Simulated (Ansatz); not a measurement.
Molecule: sum formula H4BSiO3 (charge -1, singlet). It need not be the lowest isomer of its formula. Whether it binds its extra electron was not tested at this geometry. 
Coordinates optimised at B3LYP-D3(BJ)/def2-TZVP (Ansatz, an electronic-structure program):
```
B
O 1 1.3379
O 1 1.3909 2 110.97
O 1 1.3995 2 127.47 3 -180.00
H 4 0.9616 1 107.12 2 0.00
Si 3 1.7282 1 91.54 2 0.00
H 6 1.5016 3 122.03 1 -79.57
H 6 1.5016 7 112.98 2 -89.51
H 6 1.5388 7 96.57 2 170.48
```
Charge -1, spin multiplicity 1.

Basis-set convergence of Hartree-Fock and MP2 correlation energies (hartree) with Ansatz. Valence correlation only, unless marked. No spin-orbit coupling. Non-relativistic.

```json
[
 {"basis": "aug-cc-pV(D+d)Z", "functions": "160", "E(HF)": "-540.78613", "E(corr, MP2)": "-0.80639"},
 {"basis": "aug-cc-pV(T+d)Z", "functions": "331", "E(HF)": "-540.86966", "E(corr, MP2)": "-0.98095"},
 {"basis": "aug-cc-pV(Q+d)Z", "functions": "593", "E(HF)": "-540.88988", "E(corr, MP2)": "-1.04535"}
]
```

Extrapolating the two largest sets (X = 3 and 4) as X^-3: E(corr) = (64·(-1.04535) - 27·(-0.98095))/37 = -1.0923 Eh, an estimate of the basis-set limit. The largest set recovers 95.7 % of it, the smallest 73.8 %.
